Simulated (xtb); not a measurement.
disilazane (H7NSi2), SMILES N([SiH3])[SiH3]. All values are semi-empirical tight-binding results from xtb (GFN2-xTB unless named), good for trends rather than for accurate numbers. Geometry optimised at GFN2-xTB.

Optimised geometry:

Bonded distances (Å): Si1–N2 1.732, Si1–H4 1.464, Si1–H5 1.461, Si1–H6 1.469, N2–Si3 1.732, N2–H7 1.007, Si3–H8 1.469, Si3–H9 1.464, Si3–H10 1.460. Angles (°): N2–Si1–H4 105.7, N2–Si1–H5 107.0, N2–Si1–H6 111.9, H4–Si1–H5 112.4, H4–Si1–H6 110.0, H5–Si1–H6 109.7, Si1–N2–Si3 128.9, Si1–N2–H7 114.4, Si3–N2–H7 114.4, N2–Si3–H8 111.9, N2–Si3–H9 105.7, N2–Si3–H10 107.0, H8–Si3–H9 110.0, H8–Si3–H10 109.7, H9–Si3–H10 112.4.
Charge 0, spin multiplicity 1.

Computed properties:
```yaml
point_group_as_xtb_finds_it: Cs
orbital_gap: 5.05 eV
dipole_moment: 0.57 D
zero_point_energy: 39.4 kcal/mol
G − E(el) at 298.15 K (modified RRHO): 20.8 kcal/mol
static polarisability (D4 model): 71.0 bohr³
solvation energy, GFN2-xTB/ALPB(water): 0.7 kcal/mol
solvation energy, GFN2-xTB/ALPB(ch2cl2): -1.0 kcal/mol
```

Computed atomic charges and the Wiberg bond orders between heavy atoms:
charges (e) Si1 0.48, N2 -0.45, Si3 0.48, H4 -0.11, H5 -0.11, H6 -0.11, H7 0.14, H8 -0.11, H9 -0.11, H10 -0.11. Bond orders Si1–N2 1.07, N2–Si3 1.07.
